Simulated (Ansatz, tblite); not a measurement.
Cost and result up the ladder for H5Au4⁻ (the lowest singlet isomer of a short search) (9 atoms). Charge -1, multiplicity 1. Geometry: r2SCAN-D4/def2-SVPD.

```csv
atom,x (Å),y (Å),z (Å)
Au1,0.894,0.809,-0.707
Au2,-1.109,-0.638,0.494
Au3,-3.115,-2.001,1.849
Au4,3.216,1.854,-1.816
H5,0.232,0.401,0.839
H6,1.539,1.347,-2.178
H7,4.728,2.391,-1.833
H8,-2.428,-1.668,0.230
H9,-3.958,-2.494,3.121
```

Ansatz on 4 threads of Intel Xeon on a shared host; xTB runs through tblite on one thread. Times are rough, summed over both states, and most runs start from the orbitals of an earlier one. No level here is sound enough to serve as a yardstick. The other state is a triplet.

In the def2 sets Au takes a core potential; there is no spin–orbit coupling. The xTB rows come from tblite. HOMO above LUMO, or a gap near zero within one spin, warns that the state may not be the lowest or that an electron is smeared out. The structure comes from a short search, and lower isomers may exist.

xTB has no spin-polarisation term.

| level | functions | wall time | vertical triplet (eV) | remarks |
| --- | --- | --- | --- | --- |
| GFN1-xTB | 46 | 0.056 s | 3.02 | – |
| GFN2-xTB | 41 | 0.12 s | 6.56 | – |
| PBE-D4/def2-TZVPD | 217 | 28 s | 3.62 | HOMO above zero (triplet), gap within one spin near zero (triplet) |
| r2SCAN-D4/def2-TZVPD (with forces) | 217 | 70 s | 3.81 | HOMO above zero (triplet) |
